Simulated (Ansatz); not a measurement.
Wavefunction ladder for `CC[P+](CC)(CC)[Ag-][S]C`

```xyz
28

C    -0.289    1.273   -2.323
C     0.180   -0.035   -1.704
P     0.504    0.112    0.091
C     1.929    1.256    0.222
C     3.150    0.934   -0.624
C     1.190   -1.523    0.543
C     0.129   -2.613    0.585
Ag   -1.366    0.779    1.348
S    -3.178    1.500    2.608
C    -4.496    0.297    2.248
H    -1.172    1.657   -1.807
H    -0.547    1.131   -3.374
H     0.485    2.042   -2.275
H    -0.592   -0.801   -1.813
H     1.078   -0.413   -2.203
H     2.185    1.284    1.286
H     1.543    2.252   -0.011
H     2.917    0.944   -1.691
H     3.934    1.676   -0.456
H     3.568   -0.044   -0.380
H     1.992   -1.786   -0.154
H     1.646   -1.402    1.530
H    -0.323   -2.776   -0.395
H     0.564   -3.561    0.907
H    -0.671   -2.353    1.283
H    -5.376    0.591    2.822
H    -4.218   -0.714    2.547
H    -4.766    0.294    1.191
```

The species carries charge 0 and has multiplicity 1. Correlated methods include outer-core shells of Ag, which these sets cover unevenly. Ag takes the def2 core potential. The structure was optimised at the PBE0-D4/def2-TZVP level. It is one conformer, not always the lowest. Frozen core, restricted reference, Ansatz 0.2.0.

```
     basis      HF (Eh)  MP2 corr.
  def2-SVP  -1159.51964   -1.64591
def2-TZVPP  -1160.11317   -2.29205
def2-QZVPP  -1160.14974   -2.48311
```

(1) Estimate the CCSD correlation energy and the (T) correction in each basis where they were run (hartree).

Answers

(1) 
```
     basis  CCSD corr.       (T)
  def2-SVP    -1.74768  -0.05653
def2-TZVPP    -2.35180  -0.09582
```
